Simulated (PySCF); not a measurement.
SMILES C[Si](C)(O)[SiH2][SiH2]N (GFN2-xTB optimised geometry):

```
20

Si     0.802     0.747    -1.936
C      0.216    -0.158    -3.514
C      2.714     0.709    -1.969
O      0.275     2.302    -1.972
Si    -0.217     0.009     0.000
Si    -2.542     0.009     0.000
N     -3.316    -0.740     1.358
H      0.665     0.252    -4.416
H     -0.862    -0.082    -3.624
H      0.466    -1.214    -3.482
H      3.088    -0.305    -1.866
H      3.126     1.291    -1.148
H      3.122     1.114    -2.893
H      0.519     2.905    -2.670
H      0.296     0.759     1.166
H      0.278    -1.355     0.302
H     -3.096    -0.746    -1.133
H     -3.126     1.355     0.000
H     -3.214    -1.737     1.468
H     -3.216    -0.301     2.259
```

Level of theory: CAM-B3LYP/def2-SVP (PySCF 2.14.0).

**Question.** What are the frontier orbital energies and the dipole moment?

**Answer.** HOMO-2 -9.34 eV, HOMO-1 -9.15 eV, HOMO -7.88 eV, LUMO 1.20 eV, LUMO+1 1.66 eV; dipole moment 1.52 D.

On the same geometry PBE/def2-SVP (PySCF) gives HOMO-2 -6.59 eV, HOMO-1 -6.39 eV, HOMO -5.31 eV, LUMO -0.70 eV, LUMO+1 -0.30 eV; dipole moment 1.23 D.

Meta-Löwdin charges at CAM-B3LYP/def2-SVP: Si1 0.91, C2 -0.56, C3 -0.55, O4 -0.72, Si5 0.06, Si6 0.55, N7 -0.68, H8 0.10, H9 0.11, H10 0.11, H11 0.11, H12 0.11, H13 0.10, H14 0.32, H15 -0.08, H16 -0.09, H17 -0.11, H18 -0.11, H19 0.21, H20 0.21.
